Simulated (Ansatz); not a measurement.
```yaml
crystal:
  periodic: [false, false, false]
  atoms:
    - {symbol: O, position_ang: [3.095381, -0.547046, -1.638808]}
    - {symbol: Si, position_ang: [2.591461, -0.217517, -0.068122]}
    - {symbol: O, position_ang: [3.090484, -1.465269, 0.943062]}
    - {symbol: O, position_ang: [3.304845, 1.216194, 0.447362]}
    - {symbol: C, position_ang: [0.723165, -0.061641, -0.018752]}
    - {symbol: C, position_ang: [0.257298, 1.069394, -0.973128]}
    - {symbol: C, position_ang: [-1.278534, 1.197267, -0.931340]}
    - {symbol: C, position_ang: [-1.914928, -0.135328, -1.373486]}
    - {symbol: C, position_ang: [-1.471552, -1.263635, -0.421350]}
    - {symbol: C, position_ang: [-1.918363, -0.929192, 1.015597]}
    - {symbol: C, position_ang: [-1.281865, 0.402358, 1.460652]}
    - {symbol: C, position_ang: [-1.725516, 1.528677, 0.506239]}
    - {symbol: C, position_ang: [0.254012, 0.273845, 1.421462]}
    - {symbol: C, position_ang: [0.064096, -1.394162, -0.462459]}
    - {symbol: H, position_ang: [3.644320, -1.347326, -1.706305]}
    - {symbol: H, position_ang: [3.745391, -1.183511, 1.604974]}
    - {symbol: H, position_ang: [3.908138, 1.602728, -0.210627]}
    - {symbol: H, position_ang: [0.730339, 2.030061, -0.674033]}
    - {symbol: H, position_ang: [0.595143, 0.851213, -2.009713]}
    - {symbol: H, position_ang: [-1.598729, 2.010064, -1.618616]}
    - {symbol: H, position_ang: [-3.023450, -0.048237, -1.373064]}
    - {symbol: H, position_ang: [-1.610605, -0.375144, -2.415593]}
    - {symbol: H, position_ang: [-1.930917, -2.223977, -0.741112]}
    - {symbol: H, position_ang: [-1.616588, -1.745331, 1.707654]}
    - {symbol: H, position_ang: [-3.026959, -0.858141, 1.064377]}
    - {symbol: H, position_ang: [-1.604524, 0.642435, 2.496884]}
    - {symbol: H, position_ang: [-2.830200, 1.649464, 0.544882]}
    - {symbol: H, position_ang: [-1.283637, 2.496645, 0.828543]}
    - {symbol: H, position_ang: [0.590128, -0.523200, 2.119824]}
    - {symbol: H, position_ang: [0.726345, 1.221555, 1.760547]}
    - {symbol: H, position_ang: [0.396169, -2.219479, 0.204515]}
    - {symbol: H, position_ang: [0.399673, -1.653773, -1.490038]}
basis:
  gaussian: {orbitals: def2-TZVP}
magnetization: {spin_polarized: true, initial_magnetization: 2}
hamiltonian: {xc: pbe0, dispersion: d4}
scf: {omitted_lower_state_checks: [starts]}
output: {orbitals: {seedname: orbitals}}
```

```sh
$ ansatz run in.yaml --threads 6 --pin off --events-out ev --progress --plain --max-ram 7833MiB
```

Problem. Does this run fit into the memory that it is given?

Solution. No. It has 548 basis functions, and Ansatz plans for 10 GiB where 8 GiB are given.
